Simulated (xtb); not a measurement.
FK, charge +1, doublet, at the geometry of the source list (GFN-xTB shapes and energies of metal compounds can be far from the true ones) (a state made from the parent by changing its charge; the spin is typed, not shown lowest); GFN0-xTB in xtb 6.7.1.

The xtb input:
```
$ xtb mol.xyz --gfn 0 --chrg 1 --uhf 1 --json

# file mol.xyz
2

K     -0.53980000    -0.44520000    -0.72920000
F      0.53980000     0.44520000     0.72920000
```

### Question
What does xtb print? Leave out banner, timings and long lists.

### Answer

```
   ID    Z sym.   atoms
    1   19 K      1
    2    9 F      2

           -------------------------------------------------
          |                Calculation Setup                |
           -------------------------------------------------

           -------------------------------------------------
          |                 G F N 0 - x T B                 |
           -------------------------------------------------

          ...................................................
          :                      SETUP                      :
          :.................................................:
          :  # basis functions                   8          :
          :  # atomic orbitals                   8          :
          :  # shells                            4          :
          :  # electrons                         7          :
          :  electronic temp.          300.0000000     K    :
          :  accuracy                    1.0000000          :
          :  -> integral cutoff          0.2500000E+02      :
          :  -> integral neglect         0.1000000E-07      :
          ...................................................

         :::::::::::::::::::::::::::::::::::::::::::::::::::::
         ::                     SUMMARY                     ::
         :::::::::::::::::::::::::::::::::::::::::::::::::::::
         :: total energy              -2.618920733643 Eh    ::
         :: gradient norm              0.041083280300 Eh/a0 ::
         :: HOMO-LUMO gap              4.992808098098 eV    ::
         ::.................................................::
         :: H0 energy                 -3.818630026748 Eh    ::
         :: repulsion energy           0.007239949268 Eh    ::
         :: electrostat energy         1.192538253965 Eh    ::
         :: -> Gsolv                   0.000000000000 Eh    ::
         ::    -> Gsasa                0.000000000000 Eh    ::
         ::    -> Gshift               0.000000000000 Eh    ::
         :: dispersion energy         -0.000068910127 Eh    ::
         :: short-range corr.          0.000000000000 Eh    ::
         :: add. restraining           0.000000000000 Eh    ::
         :: total charge               1.000000000000 e     ::
         :::::::::::::::::::::::::::::::::::::::::::::::::::::

           -------------------------------------------------
          |                Property Printout                |
           -------------------------------------------------

    * Orbital Energies and Occupations

         #    Occupation            Energy/Eh            Energy/eV
      -------------------------------------------------------------
         1        2.0000           -0.8009902             -21.7961
         2        1.6797           -0.4430218             -12.0552
         3        1.6797           -0.4430218             -12.0552
         4        1.6407           -0.4428564             -12.0507 (HOMO)
         5                         -0.2593741              -7.0579 (LUMO)
         6                         -0.1255597              -3.4167
         7                         -0.1255597              -3.4167
         8                         -0.0249388              -0.6786
      -------------------------------------------------------------
                  HL-Gap            0.1834823 Eh            4.9928 eV
             Fermi-level            0.0000000 Eh            0.0000 eV

     #   Z          covCN         q      C6AA      α(0)
     1  19 K        0.587     1.101   430.728    85.268
     2   9 F        0.587    -0.101    10.355     3.712

 Mol. C6AA /au·bohr⁶  :        519.886934
 Mol. C8AA /au·bohr⁸  :      86919.273018
 Mol. α(0) /au        :         88.980199

Wiberg/Mayer (AO) data.
largest (>0.10) Wiberg bond orders for each atom

 ---------------------------------------------------------------------------
     #   Z sym  total        # sym  WBO       # sym  WBO       # sym  WBO
 ---------------------------------------------------------------------------
     1  19 K    0.297 --     2 F    0.297
     2   9 F    0.297 --     1 K    0.297
 ---------------------------------------------------------------------------

 dipole moment from electron density (au)
     X       Y       Z
  -1.0008  -0.8254  -1.3520  total (Debye):    4.763

           -------------------------------------------------
          | TOTAL ENERGY               -2.618920733643 Eh   |
          | GRADIENT NORM               0.041083280300 Eh/α |
          | HOMO-LUMO GAP               4.992808098098 eV   |
           -------------------------------------------------

normal termination of xtb
```
